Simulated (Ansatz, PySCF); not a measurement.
CH3BrFGa, SMILES [CH3][Ga]([F])[Br]. Atoms are numbered in the order given.

```xyz
7

Ga     0.0608     0.7470     0.0000
F      1.7298     1.3037     0.0000
Br    -0.1145    -1.5432     0.0000
C     -1.4051     2.0400     0.0000
H     -2.3761     1.5273     0.0000
H     -1.3189     2.6770     0.8932
H     -1.3189     2.6770    -0.8932
```

Geometry optimised at B3LYP-D3(BJ)/def2-SVP.

Vertical ionisation energy (IE) and electron affinity (EA) in eV. Rows of orbital energies are one-electron estimates. Where ΔSCF, EOM or ADC give a negative EA the extra electron is unbound and the value depends on the basis.

```tsv
level	IE	EA
−ε(HOMO), −ε(LUMO), r2SCAN/def2-TZVP (PySCF)	7.53	1.64
−ε(HOMO), −ε(LUMO), PBE/def2-TZVP (PySCF)	7.19	1.90
ΔSCF, CAM-B3LYP/def2-SVPD (Ansatz), final states of multiplicity 2 and 2	10.99	-0.18
ΔSCF, PBE/def2-SVPD (Ansatz), final states of multiplicity 2 and 2	10.48	-0.01
```

**Question.** What vertical singlet–triplet gap does ΔSCF give with CAM-B3LYP/def2-SVPD (Ansatz, an electronic-structure program) and with PBE/def2-SVPD (Ansatz)? (The exact figures need the calculation; the answer reports its results.)

**Answer.** 5.91 and 5.30 eV (triplet above singlet where positive).
